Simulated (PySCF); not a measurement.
CH₃Si, SMILES [CH]=[SiH2], multiplicity 2. Atoms are numbered in the order given.

```xyz
5

C      0.0000     0.0000    -1.1828
Si     0.0000     0.0000     0.4852
H      0.0000     0.0000    -2.2556
H      0.0000    -1.2471     1.2797
H      0.0000     1.2471     1.2797
```
Charge 0, spin multiplicity 2.

Geometry: PBE0-D3(BJ)/def2-TZVP. The isomer is the one that the SMILES or the coordinates give; other isomers of the formula were not compared.

Two levels are set side by side: PBE/pcH-1 (PySCF) and PBE0/pcH-1 (PySCF). Contact hyperfine couplings, same geometry. Differences are taken from unrounded values.

| quantity | PBE0 |
|---|---|
| A(iso) of 13C, atom C1 (MHz) | 96.2 |
| A(iso) of 29Si, atom Si2 (MHz) | 116.3 |
| A(iso) of 1H, atom H3 (MHz) | -81.5 |
| A(iso) of 1H, atom H4 (MHz) | 83.2 |
| A(iso) of 1H, atom H5 (MHz) | 83.2 |

Q: What does PBE give, and how far is it from PBE0? (An estimate is asked for; the answer gives what the named calculation found.)

A: 
```
quantity                          PBE  PBE minus PBE0
------------------------------  -----  --------------
A(iso) of 13C, atom C1 (MHz)     74.7           -21.5
A(iso) of 29Si, atom Si2 (MHz)   85.1           -31.1
A(iso) of 1H, atom H3 (MHz)     -67.2            14.2
A(iso) of 1H, atom H4 (MHz)      86.9             3.7
A(iso) of 1H, atom H5 (MHz)      86.9             3.7
```

Rough cost on one machine, each run with all the roots and properties that it gave: PBE0 against PBE within a factor of 2.
